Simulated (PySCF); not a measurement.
In(Cl)(OH)(OMe) (CH4ClInO2), SMILES [OH][In]([O]C)[Cl].

Geometry: PBE0-D3(BJ)/def2-SVP. The structure was generated by enumeration; whether it is a known compound was not checked. The def2 effective core potentials stand for the cores of In; spin–orbit coupling is left out. One conformer was computed; it need not be the lowest.

Level of theory: IEF-PCM-ωB97X/def2-SVP (PySCF).

The values are the electrostatic part of the solvation free energy, E(continuum) − E(gas) at the gas-phase geometry, in a cavity of scaled van der Waals radii (PySCF's table); cavitation and dispersion terms are not included. A continuum can't describe solvent molecules that bind to the metal. In vacuum the orbital gap is 10.19 eV. The dipole moment in vacuum is 1.55 D.

Computed values in water (ε = 78.36), cyclohexanone (ε = 15.62), acetone (ε = 20.49):
| solvent | ε | ΔG(elec) (kcal/mol) | dipole (D) | gap (eV) |
|---|---|---|---|---|
| water | 78.36 | -10.8 | 2.01 | 10.39 |
| cyclohexanone | 15.62 | -9.9 | 1.97 | 10.37 |
| acetone | 20.49 | -10.2 | 1.98 | 10.38 |
